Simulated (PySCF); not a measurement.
C5H10SSi.
Cartesian coordinates in Å at the PBE0-D3(BJ)/def2-SVP level; atoms count from 1:
```xyz
17
C5H10SSi angstrom
C      3.093    0.404    0.466
S      1.697   -0.453    1.265
Si     0.298   -0.494   -0.358
C     -0.495    1.179   -0.787
C     -1.956    0.905   -0.542
C     -2.338   -0.294   -0.077
C     -1.298   -1.350    0.197
H      3.461   -0.157   -0.405
H      2.820    1.425    0.161
H      3.897    0.466    1.211
H      0.958   -1.122   -1.547
H     -0.304    1.497   -1.826
H     -0.124    1.992   -0.139
H     -2.696    1.689   -0.740
H     -3.395   -0.511    0.115
H     -1.273   -1.628    1.265
H     -1.497   -2.282   -0.358
```

Level of theory: delta-SCF UKS SCAN, pcX-2 on the ionised atom, pcseg-1 elsewhere, spin-free X2C (PySCF 2.14.0). The ground state was rerun for each ionised atom, in the same mixed basis as its hole state.

```
ionised atom  basis functions  E(ground) (Eh)  E(ionised) (Eh)
          C1              187      -885.76650       -875.06243
          C4              187      -885.76740       -875.10867
          C5              187      -885.76878       -875.10562
         Si3              198      -885.82210       -817.97274
          S2              198      -885.90075       -794.89519
```

Problem. What are the 1s binding energies?

Solution. E(ionised) − E(ground), at 27.2114 eV a hartree:

| atom | environment | difference (Eh) | binding energy (eV) |
| --- | --- | --- | --- |
| C1 | S-methyl carbon | 10.70407 | 291.27 |
| C4 | sp3 carbon bound to silicon | 10.65873 | 290.04 |
| C5 | alkene CH carbon | 10.66316 | 290.16 |
| Si3 | SiH silicon | 67.84936 | 1846.28 |
| S2 | sulfur bonded to C and Si | 91.00556 | 2476.39 |

Problem. How much do the ground-state energies differ, and what would follow from using one of them for all holes?

Solution. They run from -885.9007 Eh (core basis on S2) to -885.7665 Eh (on C1), 0.1342 Eh or 3.65 eV apart, for one and the same state in different bases and grids. Pairing the ion of C1 with the ground state of S2 would put its binding energy 3.65 eV too high.

Only 1s holes are shown. One atom of each set of topologically equivalent atoms was ionised and stands for the set; in this conformer not all members are related by symmetry, and their own values weren't computed. Geometry: PBE0-D3(BJ)/def2-SVP, one conformer, isolated molecule.
